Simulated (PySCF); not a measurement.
Give a PBE0-D3(BJ)/def2-SVP geometry of `[SiH3]C1=CC=C(C=S)B1`.

```xyz
15
C5H7BSSi angstrom
Si     2.7037   -0.0058    0.3591
C      0.8607   -0.1292    0.1263
C      0.2313   -0.9032   -0.7960
C     -1.2492   -0.7916   -0.7423
C     -1.6569    0.0714    0.2288
C     -3.0320    0.3764    0.5097
S     -3.5629    1.4079    1.6577
B     -0.3125    0.6052    0.9052
H      3.4037   -0.8977   -0.6164
H      3.1625    1.4026    0.1510
H      3.0817   -0.4080    1.7491
H      0.7248   -1.5577   -1.5245
H     -1.9084   -1.3489   -1.4170
H     -3.7683   -0.1485   -0.1238
H     -0.2135    1.3956    1.8059
```

Orientation and origin are arbitrary. Atoms count from 1 in this order. The C–C distances run from 1.359 Å (C2=C3, drawn double) to 1.486 Å (C3–C4, drawn single), a spread of 0.127 Å. The 5-membered ring C2–C3–C4–C5–B8 has internal angles of 104.7° to 113.2° (sum 540°, against 540° for a flat polygon); it is planar, 0.00 Å rms from its mean plane, widest ring torsion 0°. Si1 (SiH3 silicon) is tetrahedral (angles from 107.8° to 110.4°). The 8 heavy atoms lie in one plane (0.001 Å rms).

Bonds between heavy atoms (Å): Si1–C2 1.862, C2=C3 1.359, C3–C4 1.486, C4=C5 1.362, C5–C6 1.436, C6=S7 1.632, C5–B8 1.597, C2–B8 1.588.

Level of theory: PBE0-D3(BJ)/def2-SVP geometry optimisation, gas phase (PySCF 2.14.0).

Point group: Cs (every atom within 0.08 Å of its image). Whether it is a minimum is left open (no frequencies). One conformer, not necessarily the lowest (C4–C5–C6–S7 180°).
